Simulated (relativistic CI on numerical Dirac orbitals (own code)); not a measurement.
**Co⁺: 3d valence photoemission**

Computed with this model: Dirac-Coulomb-Breit CI, KLI orbitals optimised for each configuration, a model potential for QED, valence Slater integrals scaled by 0.8, multiplet model of photoemission in the sudden approximation; configurations [Ar] 3d8 → [Ar] 3d7; 300 K; Lorentzian 0.42 eV and Gaussian 0.5 eV FWHM. Energies are those of the free ion, without screening or charge transfer. The energies are binding energies and can lie tens of eV above those of solids. S is read from ⟨S²⟩ = S(S + 1).

Field parameters in Wybourne normalisation: Td as Oh with Dq negative (B⁴₀ = 21Dq, B⁴₄ = √(5/14) B⁴₀). The field is a parameter set, without covalency.

Computed curve for free ion, scaled to 100 at the maximum (points under 2 are left out and the grid is thinned):

```tsv
Energy (eV)	Intensity
12.5	2.1
12.7	2.5
12.9	3.1
13.1	4.0
13.4	6.1
13.6	8.9
13.8	14.5
14.0	27.0
14.2	52.5
14.4	85.9
14.7	93.3
14.9	63.0
15.1	35.2
15.3	21.1
15.5	16.4
15.7	17.6
15.9	25.4
16.2	56.3
16.4	78.9
16.6	84.2
16.8	80.8
17.0	81.3
17.2	73.8
17.5	40.5
17.7	22.4
17.9	12.9
18.1	8.5
18.3	6.6
18.5	6.3
18.7	7.2
19.0	8.3
19.2	6.7
19.4	4.4
19.6	2.9
19.8	2.1
21.0	2.6
21.3	4.8
21.5	5.3
21.7	4.1
21.9	2.5
```

The ground state has S = 1.00, and the centroid lies at 16.03 eV.
